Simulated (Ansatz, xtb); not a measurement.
# H6N2OSi: which of two isomers lies lower

Structure I is `N[SiH](N)O`, a singlet and structure II is `N[Si@H-]([NH3+])=O`, a singlet. Both are isolated molecules in the gas phase, relaxed with B3LYP/6-31G*; the shapes shown needn't be the lowest conformers.

I (Å):

```xyz
10

N    -0.1507    0.4246   -0.2757
N    -1.3041   -2.0265   -0.5672
O    -2.7263    0.0372   -1.6344
Si   -1.6882   -0.3495   -0.3841
H    -0.0951    1.3784    0.0597
H     0.5773    0.2290   -0.9525
H    -2.4483    0.1142    0.8015
H    -0.5934   -2.4291    0.0320
H    -2.0468   -2.6919   -0.7450
H    -2.4336   -0.2690   -2.5054
```

II (Å):

```
atom    x (Å)    y (Å)    z (Å)
   N  -0.4182  -0.3982   0.6976
   N  -1.3659  -1.1267  -1.8721
   O  -2.1788   1.3329  -0.8348
  Si  -1.8552  -0.0496  -0.2275
   H  -0.5561  -0.8603   1.5911
   H   0.2316   0.3737   0.8130
   H  -2.8734  -1.0186   0.2891
   H  -2.0591  -1.8279  -2.1367
   H  -1.3021  -0.4318  -2.6188
   H  -0.4596  -1.5794  -1.7468
```

Quicker runs give these differences E(II) − E(I): GFN2-xTB +10.2 kcal/mol; HF/STO-3G +75.4 kcal/mol (at GFN2-xTB geometries); r2SCAN-D4/def2-SVP +27.8 kcal/mol (at GFN2-xTB geometries).

Q: Estimate E(II) − E(I) at the level CCSD(T)/def2-SVP + ΔMP2/def2-TZVPP.

A: Calculated at CCSD(T)/def2-SVP + ΔMP2/def2-TZVPP: E(II) − E(I) = +28.9 kcal/mol, so structure I lies lower.

Level by level:

```json
{"level": "GFN2-xTB", "geometry": "GFN2-xTB", "E(II) − E(I) (kcal/mol)": "+10.2", "departure from the last row (kcal/mol)": "−18.7", "job, with rough time for the two": "optimisation, 0.27 s"}
{"level": "HF/STO-3G", "geometry": "GFN2-xTB", "E(II) − E(I) (kcal/mol)": "+75.4", "departure from the last row (kcal/mol)": "+46.4", "job, with rough time for the two": "single point, 0.36 s"}
{"level": "r2SCAN-D4/def2-SVP", "geometry": "GFN2-xTB", "E(II) − E(I) (kcal/mol)": "+27.8", "departure from the last row (kcal/mol)": "−1.2", "job, with rough time for the two": "single point, 3.5 s"}
{"level": "B3LYP/6-31G*", "geometry": "B3LYP/6-31G*", "E(II) − E(I) (kcal/mol)": "+24.0", "departure from the last row (kcal/mol)": "−4.9", "job, with rough time for the two": "optimisation, 2.9 min"}
{"level": "HF/def2-SVP", "geometry": "B3LYP/6-31G*", "E(II) − E(I) (kcal/mol)": "+35.5", "departure from the last row (kcal/mol)": "+6.5", "job, with rough time for the two": "part of the CCSD(T) run"}
{"level": "MP2/def2-SVP", "geometry": "B3LYP/6-31G*", "E(II) − E(I) (kcal/mol)": "+27.4", "departure from the last row (kcal/mol)": "−1.6", "job, with rough time for the two": "part of the CCSD(T) run"}
{"level": "CCSD(T)/def2-SVP", "geometry": "B3LYP/6-31G*", "E(II) − E(I) (kcal/mol)": "+27.9", "departure from the last row (kcal/mol)": "−1.0", "job, with rough time for the two": "single point"}
{"level": "CCSD(T)/def2-SVP + ΔMP2/def2-TZVPP", "geometry": "B3LYP/6-31G*", "E(II) − E(I) (kcal/mol)": "+28.9", "departure from the last row (kcal/mol)": "", "job, with rough time for the two": "single point, 27 s"}
```

As drawn, II has 1 O=Si, 1 N–H in place of 1 O–Si, 1 O–H.

None of the levels shown reverses the order. The largest departure from CCSD(T)/def2-SVP + ΔMP2/def2-TZVPP is that of HF/STO-3G, 46.4 kcal/mol. The last row adds to CCSD(T) the change of the MP2 difference between the two basis sets, here +1.0 kcal/mol.

With harmonic frequencies from B3LYP/6-31G* (ideal gas, rigid rotor, one conformer each, 298.15 K, 1 atm): on the last row, ΔE + ΔZPE = +29.9, ΔH = +30.1, ΔG = +29.1 kcal/mol.

The correlated steps freeze 8 core orbitals. Codes used: Ansatz 0.2.0, xtb 6.7.1; the last row on 1 thread of Intel(R) Xeon(R) Platinum 8488C (Sapphire Rapids) on a shared host.
